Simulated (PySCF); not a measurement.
ClIMg (SMILES [Cl][Mg][I]), singlet, at a GFN2-xTB geometry (such geometries of metal compounds can be far from the true shape) (core potentials on I); CAMB3LYP/def2-SVPD, polarisability (PySCF).

Here is a job for PySCF.
```python
from pyscf import gto, scf, dft
from pyscf.prop import polarizability

mol = gto.M(
    atom='''
Mg    1.02727888    0.14411651   -0.70991852
Cl    2.16460350    1.00619082   -2.29028343
I    -0.92689822   -0.35537060    0.89535548
''',
    basis='def2-svpd',
    ecp={'I': 'def2-svpd'},
    verbose=4,
)

mf = dft.RKS(mol)
mf.xc = 'camb3lyp'
mf.kernel()
alpha = mf.Polarizability().polarizability()[2, 2]
print('alpha_zz =', alpha)
```

Output, abridged:

```
site-packages/pyscf/prop/efg/rhf.py:45: UserWarning: Module EFG is under testing
  warnings.warn('Module EFG is under testing')
site-packages/pyscf/prop/efg/dhf.py:30: UserWarning: Module EFG is under testing
  warnings.warn('Module EFG is under testing')
site-packages/pyscf/prop/zfs/uhf.py:40: UserWarning: Module ZFS is under testing
  warnings.warn('Module ZFS is under testing')
site-packages/pyscf/prop/gtensor/uhf.py:43: UserWarning: Module g-tensor is under testing
  warnings.warn('Module g-tensor is under testing')
site-packages/pyscf/prop/gtensor/uks.py:41: UserWarning: Module g-tensor is under testing
  warnings.warn('Module g-tensor is under testing')
site-packages/pyscf/prop/hfc/uks.py:35: UserWarning: Module HFC is under testing
  warnings.warn('Module HFC is under testing')
site-packages/pyscf/prop/magnetizability/rhf.py:39: UserWarning: Module magnetizability is under testing
  warnings.warn('Module magnetizability is under testing')
site-packages/pyscf/prop/magnetizability/uhf.py:37: UserWarning: Module magnetizability is under testing
  warnings.warn('Module magnetizability is under testing')
site-packages/pyscf/prop/magnetizability/rks.py:37: UserWarning: Module magnetizability is under testing
  warnings.warn('Module magnetizability is under testing')
site-packages/pyscf/prop/magnetizability/uks.py:39: UserWarning: Module magnetizability is under testing
  warnings.warn('Module magnetizability is under testing')
site-packages/pyscf/prop/polarizability/uhf.py:34: UserWarning: Module polarizability is under testing
  warnings.warn('Module polarizability is under testing')
site-packages/pyscf/prop/polarizability/rks.py:29: UserWarning: Module polarizability is under testing
  warnings.warn('Module polarizability is under testing')
site-packages/pyscf/prop/polarizability/uks.py:29: UserWarning: Module polarizability is under testing
  warnings.warn('Module polarizability is under testing')
PySCF version 2.14.0

[INPUT] verbose = 4
[INPUT] num. atoms = 3
[INPUT] num. electrons = 54
[INPUT] charge = 0
[INPUT] spin (= nelec alpha-beta = 2S) = 0
[INPUT] symmetry False subgroup None
[INPUT] Mole.unit = angstrom
[INPUT] Symbol           X                Y                Z      unit          X                Y                Z       unit  Magmom
[...]
nuclear repulsion = 160.716973747232
number of shells = 33
number of NR pGTOs = 154
number of NR cGTOs = 83
basis = def2-svpd
ecp = {'I': 'def2-svpd'}

******** <class 'pyscf.dft.rks.RKS'> ********
method = RKS
initial guess = minao
damping factor = 0
level_shift factor = 0
DIIS = <class 'pyscf.scf.diis.CDIIS'>
diis_start_cycle = 1
diis_space = 8
diis_damp = 0
SCF conv_tol = 1e-09
SCF conv_tol_grad = None
SCF max_cycles = 50
direct_scf = True
direct_scf_tol = 1e-13
XC library pyscf.dft.libxc version 7.1.2
    S. Lehtola, C. Steigemann, M. J. T. Oliveira, and M. A. L. Marques,  SoftwareX 7, 1–5 (2018)
XC functionals = camb3lyp
    T. Yanai, D. P. Tew, and N. C. Handy,  Chem. Phys. Lett. 393, 51 (2004)
radial grids:
    Treutler-Ahlrichs [JCP 102, 346 (1995); DOI:10.1063/1.469408] (M4) radial grids

becke partition: Becke, JCP 88, 2547 (1988); DOI:10.1063/1.454033
pruning grids: <function nwchem_prune>
grids dens level: 3
symmetrized grids: False
atomic radii adjust function: <function treutler_atomic_radii_adjust>
small_rho_cutoff = 0
Set gradient conv threshold to 3.16228e-05
Initial guess from minao.
tot grids = 59424
init E= -926.455290052704
[...]
cycle= 1 E= -956.5144586681  delta_E= -30.1  |g|= 2.82  |ddm|= 9.39
[...]
cycle= 2 E= -955.298118463808  delta_E= 1.22  |g|= 2.71  |ddm|= 8.58
[...]
cycle= 3 E= -957.780209884966  delta_E= -2.48  |g|= 0.575  |ddm|= 4.47
[...]
cycle= 4 E= -957.923610336901  delta_E= -0.143  |g|= 0.172  |ddm|= 1.34
[...]
cycle= 5 E= -957.933042413856  delta_E= -0.00943  |g|= 0.04  |ddm|= 0.302
[...]
cycle= 6 E= -957.933576333492  delta_E= -0.000534  |g|= 0.00744  |ddm|= 0.0804
[...]
cycle= 7 E= -957.933611112689  delta_E= -3.48e-05  |g|= 0.00202  |ddm|= 0.0206
[...]
cycle= 8 E= -957.933612788343  delta_E= -1.68e-06  |g|= 0.000769  |ddm|= 0.00464
[...]
cycle= 9 E= -957.933613125449  delta_E= -3.37e-07  |g|= 0.000126  |ddm|= 0.00177
[...]
cycle= 10 E= -957.933613140175  delta_E= -1.47e-08  |g|= 4.9e-05  |ddm|= 0.000483
[...]
cycle= 11 E= -957.933613141466  delta_E= -1.29e-09  |g|= 7.69e-06  |ddm|= 0.000103
[...]
cycle= 12 E= -957.933613141533  delta_E= -6.66e-11  |g|= 1.2e-06  |ddm|= 3.31e-05
[...]
Extra cycle  E= -957.933613141528  delta_E= 5.23e-12  |g|= 5.28e-07  |ddm|= 4.29e-06
converged SCF energy = -957.933613141528
Isotropic polarizability 72.078658815
Polarizability anisotropy 12.2427510849
alpha_zz = 75.03371552244657
```
